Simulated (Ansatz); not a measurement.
`NC(F)O[SiH3]` → C• + F• + 6 H• + N• + O• + Si•  (atomization)

Gas-phase electronic energies from Ansatz, PBE0-D4/def2-TZVP geometries. CBS: MP2 limit from def2 TZ/QZ plus the TZ coupled-cluster correction, frozen cores. This one scheme is used for every species, atoms too. DFT in def2-TZVPP. B3LYP here is the variant with VWN-RPA as its local correlation; programs differ in this. HSE06 is defined as in plane-wave codes. No spin–orbit coupling; open shells (•) take unrestricted orbitals. Spin–orbit coupling would lower the free atoms: a little for C, F, O, Si. One conformer a species, not always the lowest.

| level | ΔE (kJ/mol) | difference from CCSD(T)/CBS |
| --- | --- | --- |
| LDA (SPW92) | 4549.4 | 616.9 |
| PBE-D4 | 3998.2 | 65.7 |
| revPBE-D4 | 3888.2 | -44.3 |
| BLYP-D4 | 3935.0 | 2.5 |
| r2SCAN-D4 | 3923.1 | -9.4 |
| B97M-V | 3923.4 | -9.1 |
| PBE0-D4 | 3905.9 | -26.6 |
| B3LYP-D4 | 3927.2 | -5.3 |
| r2SCANh-D4 | 3890.7 | -41.8 |
| r2SCAN0-D4 | 3844.5 | -88.0 |
| HSE06-D4 | 3909.1 | -23.4 |
| BHLYP-D4 | 3791.2 | -141.3 |
| CAM-B3LYP-D4 | 3960.7 | 28.2 |
| ωB97M-V | 3945.1 | 12.6 |
| B2PLYP | 3884.5 | -48.0 |
| PBE-QIDH | 3873.6 | -58.9 |
| PBE | 3979.3 | 46.8 |
| revPBE | 3824.4 | -108.1 |
| BLYP | 3892.7 | -39.8 |
| r2SCAN | 3918.4 | -14.1 |
| B3LYP | 3897.0 | -35.5 |
| r2SCANh | 3885.8 | -46.7 |
| r2SCAN0 | 3839.0 | -93.5 |
| BHLYP | 3769.7 | -162.8 |
| LC-ωPBE | 3912.9 | -19.6 |
| HF/def2-SVP | 2750.2 | -1182.3 |
| MP2/def2-SVP | 3720.3 | -212.2 |
| CCSD/def2-SVP | 3632.6 | -299.9 |
| CCSD(T)/def2-SVP | 3670.6 | -261.9 |
| HF/def2-TZVPP | 2745.8 | -1186.7 |
| MP2/def2-TZVPP | 3883.3 | -49.2 |
| SCS-MP2/def2-TZVPP | 3876.0 | -56.5 |
| CCSD/def2-TZVPP | 3755.3 | -177.2 |
| CCSD(T)/def2-TZVPP | 3815.1 | -117.4 |
| HF/def2-QZVPP | 2753.6 | -1178.9 |
| MP2/def2-QZVPP | 3953.3 | 20.8 |
| SCS-MP2/def2-QZVPP | 3954.6 | 22.1 |
| HF/CBS(def2) | 2754.8 | -1177.7 |
| MP2/CBS(def2) | 4000.6 | 68.1 |
| CCSD/CBS(def2) | 3872.6 | -59.9 |
| CCSD(T)/CBS | 3932.5 | 0 |

Largest T1 diagnostic among the species: 0.012.

In def2-TZVPP, CCSD(T) changes the Hartree–Fock value by +1069.3 kJ/mol (the triples alone add +59.8 kJ/mol) and MP2 by +1137.5 kJ/mol; breaking electron pairs costs correlation energy, which Hartree–Fock lacks. The D4 term adds +30.2 kJ/mol with B3LYP and +15.8 kJ/mol with PBE0; it sums over pairs of atoms, weighted by their polarisabilities, and B3LYP, whose exchange is more repulsive, gets the larger term.

For atomizations the MP2-based limit and the directly extrapolated one differ by several kJ/mol either way, and by 10 to 25 for some Ge, Se and Sn compounds, so smaller differences from it don't rank the levels.
